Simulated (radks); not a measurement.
Question: All-electron atom: neutral argon in [Ar] (the NIST ground configuration). Calculated with a radial shooting solver on a logarithmic mesh with Libxc functionals: scalar-relativistic Kohn-Sham, LDA (Slater exchange, Perdew-Zunger correlation), spin-polarised, spherical densities, finite nucleus; Fermi nuclear charge, rms radius 3.4274 fm. Some entries of the table are withheld. Estimate them.

| orbital | occ. | eigenvalue (eV) | <r^2> (bohr^2) |
|---|---|---|---|
| 1s | 2 | -3110.368 | 0.009937 |
| 2s | 2 | -295.9799 | 0.2051 |
| 2p | 6 | (1) | 0.1772 |
| 3s | 2 | -24.2631 | 2.312 |
| 3p | 6 | (2) | (3) |

Answer: 
(1) 2p eigenvalue (eV): -229.8908
(2) 3p eigenvalue (eV): -10.3867
(3) 3p <r^2> (bohr^2): 3.355
